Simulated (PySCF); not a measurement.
C₁₀H₆OS₂, SMILES c1coc(-c2cc3sccc3s2)c1 (GFN2-xTB optimised geometry):

```
19

C     -0.878    -4.099     0.000
C      0.484    -4.099     0.000
O      0.963    -2.845     0.000
C     -0.103    -2.011     0.000
C      0.113    -0.596     0.000
C      1.312     0.067     0.000
C      1.128     1.459     0.000
S      2.180     2.831     0.000
C      0.814     3.897     0.000
C     -0.382     3.254     0.000
C     -0.205     1.857     0.000
S     -1.262     0.489     0.000
C     -1.267    -2.743     0.000
H     -1.522    -4.954     0.000
H      1.201    -4.896     0.000
H      2.263    -0.431     0.000
H      0.992     4.954     0.000
H     -1.336     3.747     0.000
H     -2.263    -2.350     0.000
```

Level of theory: CAM-B3LYP/def2-SVP run with PySCF.

Problem. What are the frontier orbital energies and the dipole moment?

Solution. HOMO-2 -8.69 eV, HOMO-1 -7.74 eV, HOMO -6.68 eV, LUMO -0.27 eV, LUMO+1 1.59 eV; dipole moment 0.53 D.

Meta-Löwdin charges at CAM-B3LYP/def2-SVP: C1 -0.16, C2 0.05, O3 -0.24, C4 0.17, C5 -0.10, C6 -0.14, C7 -0.12, S8 0.24, C9 -0.22, C10 -0.14, C11 -0.12, S12 0.22, C13 -0.17, H14 0.12, H15 0.12, H16 0.13, H17 0.13, H18 0.12, H19 0.12.
